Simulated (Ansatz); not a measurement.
C$_{2}$H$_{6}$GeO, SMILES `O=C[CH2][GeH3]`: the same geometry under several functionals.

```yaml
crystal:
  periodic: [false, false, false]
  atoms:
    - {symbol: O, position_ang: [-1.860749, 0.853534, -1.269876]}
    - {symbol: C, position_ang: [-0.673743, 0.671129, -1.203772]}
    - {symbol: C, position_ang: [0.133385, 0.793105, 0.035320]}
    - {symbol: Ge, position_ang: [0.403599, -0.997573, 0.838204]}
    - {symbol: H, position_ang: [-0.103487, 0.358203, -2.106627]}
    - {symbol: H, position_ang: [1.127522, 1.190027, -0.184000]}
    - {symbol: H, position_ang: [-0.378437, 1.416454, 0.769713]}
    - {symbol: H, position_ang: [1.047089, -1.930210, -0.199980]}
    - {symbol: H, position_ang: [1.340613, -0.845135, 2.045102]}
    - {symbol: H, position_ang: [-0.952694, -1.560732, 1.278916]}
basis:
  gaussian: {orbitals: def2-TZVPP}
hamiltonian: {xc: {name: B2PLYP}}
```

```sh
$ ansatz run in.yaml --threads 4 --pin off --events-out ev --progress --plain --max-ram 10444MiB
```

Output, abridged:

```
Functional definition: B2PLYP
1360 factors; integrals over basis functions are off by at most 1.0e-3 eV
mean field evaluation 1: about -60712.9157 eV, gradient 4.8e1 eV
mean field evaluation 2: about -60713.0256 eV, gradient 4.8e1 eV
mean field evaluation 4: about -60717.3823 eV, gradient 8.9e0 eV
mean field evaluation 8: about -60717.5438 eV, gradient 4.9e-1 eV
mean field evaluation 16: about -60717.5444 eV, gradient 3.6e-4 eV
mean field -60717.54435374 eV, -2231.3285991703 hartree, gradient 5.1e-6 eV, S^2 0.000000; 0 other end points of the search recorded, 0 dependent functions left out
12 core orbitals not correlated: weight in the atoms' cores, before any rotation towards them, 1.000 or more for the frozen orbitals, at most 0.000 for the correlated occupied ones
reference -60717.54452904 eV, -2231.3286056124 hartree; 17, 17 occupied and 196, 196 virtual orbitals, 1360 factors
second order -27.37545879 eV of doubles, -0.00000000 eV of singles
Total energy: -60724.93590291 eV, -2231.6002335921 hartree
```

It took 3.8 s on 4 threads of an Arm Neoverse V2 on a shared host, with 0.55 GiB of host memory at the peak.

Changing it to `hamiltonian: {xc: pbe0, dispersion: d4}` (abridged; 2.1 s):

```
Functional definition: PBE0
mean field evaluation 16: about -60726.3013 eV, gradient 2.0e-5 eV
mean field -60726.30129910 eV, -2231.6504109766 hartree, gradient 2.0e-5 eV, S^2 0.000000
Total energy: -60726.45181733 eV, -2231.6559424195 hartree
```
